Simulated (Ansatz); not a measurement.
Reaction: BNH2Cl2 (SMILES NB(Cl)Cl) → BNH2Cl (SMILES [B](N)Cl, doublet) + Cl (doublet) (the B-Cl bond breaks)
Each species at its own B3LYP-D3(BJ)/def2-TZVP minimum (Ansatz, a program for electronic structure), one conformer.

Property: bond dissociation energy (electronic), in kJ/mol. UHF or UKS for unpaired electrons; spin-orbit terms are left out. CBS(X,Y): correlation extrapolated as X^-3, Hartree-Fock from the larger set. A bracket is a step between two methods taken in the basis named. Functionals run without relativity, which enters their misses. Double hybrids freeze cores in their MP2 part. '+ core + X2C': CCSD(T) terms for core correlation (cc-pwCVTZ, 1s frozen past Ne) and scalar relativity (cc-pVTZ-DK).

CCSD(T)/CBS(cc-pV(T+d)Z,cc-pV(Q+d)Z) + [CCSDT(Q) - CCSD(T)]/cc-pV(D+d)Z + core + X2C (Ansatz) gives 516.5 kJ/mol.

Problem. How far off this value is PBE/def2-TZVPD (Ansatz), in which direction, and which of these levels come nearer: B3LYP/def2-TZVPD, PBE0/def2-TZVPD, wB97M-V/def2-TZVPD, B2PLYP/def2-TZVPD, CCSD(T)/CBS(cc-pV(T+d)Z,cc-pV(Q+d)Z) + core + X2C?

Solution. PBE gives 504.9 kJ/mol, 11.6 kJ/mol below it. Differences of the others: B3LYP/def2-TZVPD (Ansatz) -31.5; PBE0/def2-TZVPD (Ansatz) -14.8; wB97M-V/def2-TZVPD (Ansatz) 6.2; B2PLYP/def2-TZVPD (Ansatz) -18.5; CCSD(T)/CBS(cc-pV(T+d)Z,cc-pV(Q+d)Z) + core + X2C (Ansatz) 0.2 kJ/mol. Nearer than PBE: wB97M-V/def2-TZVPD, CCSD(T)/CBS(cc-pV(T+d)Z,cc-pV(Q+d)Z) + core + X2C.
